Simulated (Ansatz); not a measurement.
Gas-phase electronic energies from Ansatz, PBE0-D4/def2-TZVP geometries. CCSD(T)/CBS adds triple-zeta CCSD(T) − MP2 to the extrapolated MP2 energy (def2 sets, frozen cores). This one scheme is used for every species. Functionals use def2-TZVPP. B3LYP here is the variant with VWN-RPA as its local correlation; programs differ in this. For Se outer-core shells are correlated without core-valence functions, which leaves a few kJ/mol of doubt a bond. Scalar relativity is left out up to krypton. Each species was taken in one conformer, which may not be the lowest.

`OB(O)OC[SiH3]` + H₂Se → `[SiH3]C[SeH]` + `OB(O)O`  (substitution at a C–O bond)

`OB(O)OC[SiH3]`:

```xyz
13

O    -2.175    0.931    0.638
B    -0.894    1.021    1.120
O    -0.647    1.787    2.216
O     0.182    0.383    0.568
C     0.038   -0.437   -0.575
Si    1.731   -1.138   -1.042
H    -2.267    0.372   -0.136
H    -1.447    2.201    2.547
H    -0.361    0.132   -1.427
H    -0.655   -1.270   -0.385
H     1.560   -1.995   -2.247
H     2.669   -0.030   -1.352
H     2.266   -1.955    0.076
```

H₂Se:

```xyz
3

Se    0.583    0.340   -0.112
H    -0.057   -0.238    1.075
H    -0.526   -0.102   -0.963
```

`[SiH3]C[SeH]`:

```xyz
9

Si    0.282   -1.048    0.088
C    -0.773    0.501    0.083
Se    0.112    1.960   -0.876
H     0.500   -1.512   -1.304
H    -0.382   -2.128    0.870
H     1.594   -0.743    0.718
H    -1.697    0.323   -0.471
H    -1.042    0.834    1.086
H     1.405    1.813   -0.193
```

`OB(O)O`:

Z-matrix (Å, degrees):
```
B
O 1 1.366
O 1 1.366 2 120.0
O 1 1.366 2 120.0 3 180.0
H 2 0.960 1 112.2 3 -0.0
H 3 0.960 1 112.2 2 180.0
H 4 0.960 1 112.2 2 0.0
```

Problem. Is it downhill or uphill in electronic energy at CCSD(T)/CBS, and by how much? (Estimate.)

Solution. Ansatz gave: Downhill: ΔE = -0.84 eV.

Problem. What do these levels give: PBE-D4, PBE0-D4, B3LYP-D4, ωB97M-V, B2PLYP, r2SCAN, PBE0, B3LYP, HF/def2-TZVPP, CCSD(T)/def2-TZVPP, SCS-MP2/def2-QZVPP, CCSD/CBS(def2)? (Best estimate.)

Solution. Computed: PBE-D4 -0.78, PBE0-D4 -0.80, B3LYP-D4 -0.74, ωB97M-V -0.77, B2PLYP -0.79, r2SCAN -0.78, PBE0 -0.80, B3LYP -0.73, HF/def2-TZVPP -0.72, CCSD(T)/def2-TZVPP -0.81, SCS-MP2/def2-QZVPP -0.87, CCSD/CBS(def2) -0.83 eV.

Largest T1 diagnostic among the species: 0.012.

In def2-TZVPP, CCSD(T) changes the Hartree–Fock value by −0.09 eV (the triples alone add −0.01 eV) and MP2 by −0.20 eV.
